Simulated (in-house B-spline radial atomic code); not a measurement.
Configurations of In V (In4+), with energies counted from [Kr] 4d9. Computed with a B-spline radial code for spherical atoms: scalar-relativistic (X2C) wB97X, spin-polarised, spherical fractional occupations, exact exchange averaged over the configuration, Fermi nucleus of rms radius 4.6156 fm. Shells without spins written out take the highest spin.

Occupations are held fixed; configurations that lie above the ionisation limit could autoionise.

| configuration | E - E(ref) (eV) | highest orbital | its <r> (bohr) |
| --- | --- | --- | --- |
| [Kr] 4d8 4f1 | 48.703 | 4f up | 2.523 |
| [Ar] 3d10 4s2 4p5 4d9 5d1 | 107.72 | 5d up | 3.025 |
| [Ar] 3d10 4s2 4p5 4d9 5f1 | 119.79 | 5f up | 4.721 |
| [Ar] 3d9 4s2 4p6 4d10 | 427.95 | 4d down | 1.072 |

(1) Order these further configurations by energy, lowest first.
A. [Kr] 4d8 5s1
B. [Kr] 4d8 5f1
C. [Ar] 3d10 4s2 4p5 4d9 5s1
D. [Ar] 3d10 4s2 4p5 4d10
E. [Kr] 4d8 5p1

## Answers

(1) A (20.902 eV), E (31.055 eV), B (56.723 eV), D (62.452 eV), C (83.853 eV).
